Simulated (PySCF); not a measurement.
## Mayer bond orders and bond lengths

C₃H₁₄OSi₃.
Atom-mapped SMILES: `[CH3:1][O:2][Si@H:3]([CH3:4])[CH:5]([SiH3:6])[SiH3:7]` (hydrogens: H8, H9, H10 on C1; H11 on Si3; H12, H13, H14 on C4; H15 on C5; H16, H17, H18 on Si6; H19, H20, H21 on Si7)

Structure used (GFN2-xTB), in Å, numbered top down from 1:
```
atom  x, y, z in Å
C1     2.618   -0.016   -1.640
O2     1.258    0.123   -1.365
Si3    0.579    0.699    0.000
C4     1.262   -0.171    1.545
C5    -1.265    0.374   -0.285
Si6   -2.287    0.922    1.214
Si7   -1.643   -1.408   -0.835
H8     3.132    0.945   -1.567
H9     2.720   -0.401   -2.655
H10    3.085   -0.713   -0.941
H11    0.881    2.139    0.129
H12    0.748    0.151    2.445
H13    2.320    0.035    1.683
H14    1.147   -1.250    1.468
H15   -1.565    1.017   -1.116
H16   -1.955    2.305    1.572
H17   -3.718    0.855    0.902
H18   -2.021    0.068    2.375
H19   -0.968   -1.751   -2.088
H20   -3.091   -1.543   -1.048
H21   -1.244   -2.362    0.207
```

Bond orders from the PBE0/pcSseg-1 density (PySCF). The structure is a single GFN2-xTB conformer in the gas phase; no vibrational or solvent corrections.

(1) How far do the computed orders between heavy atoms stray from the drawn ones?

(2) Give the Mayer order of every bond between heavy atoms, beside its length.

Answers

(1) The largest departure is 0.136, at Si3–C5 (drawn single, 0.864). Drawn single, order below 0.88: Si3–C5 (0.864).

(2) 
| bond | drawn as | length (Å) | Mayer order |
| --- | --- | --- | --- |
| C1–O2 | single | 1.395 | 0.910 |
| O2–Si3 | single | 1.631 | 0.958 |
| Si3–C4 | single | 1.900 | 0.933 |
| Si3–C5 | single | 1.894 | 0.864 |
| C5–Si6 | single | 1.895 | 0.900 |
| C5–Si7 | single | 1.903 | 0.882 |

By pair of heavy elements: C–Si: lowest Si3–C5 (0.864, 1.894 Å), highest Si3–C4 (0.933, 1.900 Å); in 2 of the 6 pairs the longer bond (by over 0.003 Å) has the higher order (by 0.02 or more).

Q: And the bonds to hydrogen?

A: C–H: 0.91 to 0.97 (7 bonds); H–Si: 0.93 to 0.96 (7 bonds).

Q: Sum the orders of all bonds at each heavy atom with more than one neighbour and set the sums beside the valence in the SMILES.

A: C1 3.809 (drawn 4), O2 1.868 (drawn 2), Si3 3.683 (drawn 4), C4 3.793 (drawn 4), C5 3.558 (drawn 4), Si6 3.749 (drawn 4), Si7 3.735 (drawn 4). Orders between atoms that aren't bonded are not in these sums.

For a closed shell the Mayer order of atoms A and B is Σ (PS)μν (PS)νμ over the basis functions μ on A and ν on B, with P the density and S the overlap matrix.

The run behind these numbers computed NMR shieldings as well. The run took 72 s wall on an Arm Neoverse N1 with one thread, no GPU, shared host, and the process peaked at 1.0 GiB of memory.
